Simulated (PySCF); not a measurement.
C2H2F (SMILES [CH]=CF), doublet, geometry from GFN2-xTB.

The PySCF input:
```python
from pyscf import gto, scf, dft

mol = gto.M(
    atom='''
C     0.038313    0.377487   -0.001989
C     1.239353   -0.086885   -0.037293
F    -1.073317   -0.381698    0.033302
H    -0.247823    1.437296    0.004333
H     2.241676    0.254371   -0.068359
''',
    basis='3-21g',
    charge=0,
    spin=1,
    verbose=4,
)

mf = dft.UKS(mol)
mf.xc = 'tpss'
mf.kernel()
```

Problem. What does this run give for the nuclear repulsion energy, total energy, <S^2>?

Solution. 
- nuclear repulsion energy: 61.0652 Eh
- total energy: -176.1815 Eh
- <S^2>: 0.762

These values belong to the state on which the SCF converged, which isn't shown to be the lowest.
